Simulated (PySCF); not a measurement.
C2H3Cl2FSi, SMILES F/C(=C/Cl)[SiH2]Cl.

The structure is a stationary point at PBE0-D3(BJ)/def2-SVP. The structure was generated by enumeration; whether it is a known compound was not checked. Other conformers were not sampled.

Computed with PBE0-D3(BJ)/def2-SVP in PySCF.

Frequencies are harmonic and unscaled.

Computed normal modes with their intensities:
| mode | ν (cm⁻¹) | IR (km/mol) | Raman (Å⁴/amu) | depolarisation | moving atoms (share of kinetic energy) |
|---|---|---|---|---|---|
| 1 | 22 | 0.3 | 1.4 | 0.72 | Cl 72 %, F 12 %, Si 9 % |
| 2 | 114 | 0.4 | 2.6 | 0.67 | Cl 51 %, Si 20 %, F 15 % |
| 3 | 159 | 4.8 | 2.7 | 0.73 | Si 38 %, Cl 33 %, H 12 %, C 11 % |
| 4 | 250 | 1.7 | 1.7 | 0.75 | C 54 %, F 20 %, Cl 14 %, H 12 % |
| 5 | 310 | 8.8 | 0.4 | 0.25 | F 51 %, Si 17 %, C 16 %, H 13 % |
| 6 | 408 | 1.0 | 4.5 | 0.70 | C 41 %, Cl 23 %, H 18 %, F 14 % |
| 7 | 454 | 10.3 | 2.7 | 0.36 | C 49 %, Cl 19 %, F 19 %, H 8 % |
| 8 | 555 | 53.9 | 9.6 | 0.06 | Si 41 %, Cl 32 %, C 17 % |
| 9 | 590 | 28.7 | 4.2 | 0.66 | H 38 %, Si 29 %, F 14 %, Cl 12 % |
| 10 | 617 | 49.2 | 3.4 | 0.67 | H 34 %, C 32 %, Si 28 % |
| 11 | 715 | 2.6 | 13.9 | 0.75 | H 96 % |
| 12 | 849 | 27.6 | 3.2 | 0.75 | H 68 %, C 31 % |
| 13 | 861 | 233.9 | 10.1 | 0.75 | H 84 %, Si 8 % |
| 14 | 926 | 89.8 | 5.1 | 0.75 | C 50 %, H 30 %, Cl 12 % |
| 15 | 938 | 87.6 | 13.1 | 0.73 | H 87 % |
| 16 | 1183 | 99.1 | 4.7 | 0.75 | H 40 %, C 39 %, F 21 % |
| 17 | 1275 | 34.0 | 5.1 | 0.57 | C 53 %, H 38 % |
| 18 | 1693 | 7.4 | 53.1 | 0.21 | C 96 % |
| 19 | 2276 | 74.3 | 195.0 | 0.07 | H 98 % |
| 20 | 2288 | 77.0 | 75.7 | 0.74 | H 95 % |
| 21 | 3230 | 6.7 | 126.4 | 0.29 | H 91 %, C 9 % |
